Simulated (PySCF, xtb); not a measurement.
BHI₂, SMILES B(I)I.

GFN2-xTB in xtb 6.7.1 at its own geometry gives an orbital gap of 3.47 eV and a dipole moment of 2.68 D.

Geometry: B3LYP-D3(BJ)/def2-SVP. The def2 effective core potentials stand for the cores of I; spin–orbit coupling is left out.

Problem. What does PySCF with PBE/def2-TZVPD give? (Estimate from the structure and the level; the computed values follow.)

Solution. gap 3.32 eV (levels -6.55 and -3.23 eV), dipole 0.02 D.
